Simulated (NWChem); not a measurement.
Molecule: Si2H5O2Cl; SMILES [SiH2](O)[Si@H](Cl)O

```xyz
10

O      0.9109    -2.4699    -0.1690
Si    -0.4634    -1.6780     0.3561
Si    -0.4063     0.5580    -0.3577
O     -1.5674     1.3952     0.4851
Cl     1.5251     1.2868     0.0791
H      1.7544    -2.0474     0.0496
H     -0.6098    -1.6841     1.8404
H     -1.6052    -2.4032    -0.2544
H     -0.5410     0.7910    -1.8221
H     -1.7090     2.3245     0.2500
```
Atoms are numbered in this order, from 1.

Computed with NWChem. Pople sets run with spherical d functions. All runs use the structure optimised with B3LYP/6-31G* (spherical d). Level: B3LYP/6-31G* with SMD (1 M gas to 1 M solution), gas-phase geometry. Reactions with the solvent are ignored.

For solvent toluene:

| Quantity | Result |
|---|---|
| solvation free energy (kcal/mol) | -5.1 |
| cavity-dispersion-structure term (kcal/mol) | -2.2 |
| dipole in solution (D) | 1.69 |

Q: Estimate the same quantities for solvent water.

A: The solvation free energy (kcal/mol) is -7.9. The cavity-dispersion-structure term (kcal/mol) comes out as 3.2 and the dipole in solution (D) comes out as 1.97.
